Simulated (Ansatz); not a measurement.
Reaction (redistribution): `N[B]([GeH3])CF` + `[CH3][GaH2]` → `N[BH][GeH3]` + `[CH3][GaH][CH2]F`

Program: Ansatz. Geometries: PBE0-D4/def2-TZVP. ΔE: electronic, gas phase. CBS: MP2 limit from def2 TZ/QZ plus the TZ coupled-cluster correction, frozen cores. Functionals use def2-TZVPP. B3LYP here is the variant with VWN-RPA as its local correlation; programs differ in this. For Ga, Ge outer-core shells are correlated without core-valence functions, which leaves a few kJ/mol of doubt a bond. Scalar relativity is left out up to krypton. One conformer a species, not always the lowest.

`N[B]([GeH3])CF`:

```xyz
12

N    -1.039    1.014   -0.881
B    -0.187    0.097   -0.279
Ge    0.474    0.426    1.653
C     0.264   -1.185   -1.082
F     1.112   -2.006   -0.343
H    -1.399    0.917   -1.818
H    -1.359    1.849   -0.419
H    -0.111    1.748    2.205
H     0.045   -0.696    2.615
H     2.007    0.540    1.733
H    -0.602   -1.792   -1.380
H     0.794   -0.911   -2.004
```

`[CH3][GaH2]`:

```xyz
7

C    -0.640    0.265    0.582
Ga    0.764   -0.282   -0.681
H    -1.128   -0.632    0.979
H    -0.243    0.830    1.427
H    -1.413    0.855    0.085
H     0.384   -0.715   -2.146
H     2.277   -0.321   -0.246
```

`N[BH][GeH3]`:

Cartesian coordinates in Å:
```
N -1.446 -0.573 -0.559
B -0.139 -0.191 -0.807
Ge 1.061 0.479 0.733
H -1.871 -0.547 0.353
H -2.066 -0.906 -1.280
H 0.266 -0.263 -1.932
H 2.311 -0.404 0.917
H 0.314 0.490 2.087
H 1.570 1.913 0.488
```

`[CH3][GaH][CH2]F`:

Z-matrix (Å, degrees):
```
C
Ga 1 1.961
H 1 1.093 2 110.3
H 1 1.093 2 110.2 3 117.8
H 1 1.090 2 111.5 3 -121.2
C 2 1.994 1 120.4 3 121.6
H 2 1.577 1 122.4 3 -58.4
F 6 1.395 2 111.8 1 0.1
H 6 1.097 2 111.3 1 120.7
H 6 1.097 2 111.3 1 -120.6
```

```json
{"level": "PBE-D4", "ΔE (eV)": "0.18"}
{"level": "B3LYP-D4", "ΔE (eV)": "0.19"}
{"level": "MP2/def2-QZVPP", "ΔE (eV)": "0.16"}
{"level": "HF/CBS(def2)", "ΔE (eV)": "0.25"}
```

(1) What does CCSD(T)/CBS give? (Estimate.)

Largest T1 diagnostic among the species: 0.013.

## Answers

(1) Ansatz gave: +0.16 eV. The listed levels differ from it by 0.02, 0.03, 0.00, 0.09 eV.

The D4 term adds +0.03 eV with B3LYP and +0.02 eV with PBE0; it sums over pairs of atoms, weighted by their polarisabilities, and B3LYP, whose exchange is more repulsive, gets the larger term. From PBE to PBE0 (25 % exact exchange), in def2-TZVPP and without D4, ΔE moves by +0.04 eV.
